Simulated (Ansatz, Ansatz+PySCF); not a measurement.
```xyz
2

Ni    0.0000    0.0000    0.0000
Cl    0.0000    0.0000    2.1434
```

Basis set: def2-SVP (spherical functions). Left uncorrelated: 10 orbitals. Correlation on ROHF uses semicanonical orbitals with singles. Charge 0, multiplicity 2.

Computed with Ansatz (development build ahead of 0.2.0); each method stands on the lowest determinant of its kind that the runs found. Restricted functionals stand beside restricted open-shell atoms, which can lie above the unrestricted atoms usual in DFT and then raise those values.

The atomization energy at this shape (free ground-state atoms in the same class of orbitals less the molecule, no zero-point energy) of doublet NiCl:

```
                        method  atomization energy
          ωB97X (unrestricted)             3.71 eV
 ωB97X (restricted open-shell)             3.73 eV
r²SCAN (restricted open-shell)             3.75 eV
           PBE0 (unrestricted)             3.61 eV
            PBE (unrestricted)             3.94 eV
                      ROHF-MP2             3.45 eV
                       UHF-MP2             2.57 eV
                           UHF             2.05 eV
                          ROHF             0.83 eV
```

Task: What does r²SCAN (unrestricted) give?

Result: 3.82 eV. Caution: another spin multiplicity may lie lower. Caution for PBE0 (unrestricted): the unrestricted determinant is spin contaminated. Caution for ROHF-MP2, ROHF: an unrestricted determinant lies well below. Caution for UHF-MP2, UHF: the unrestricted determinant is a mixture of spin states.
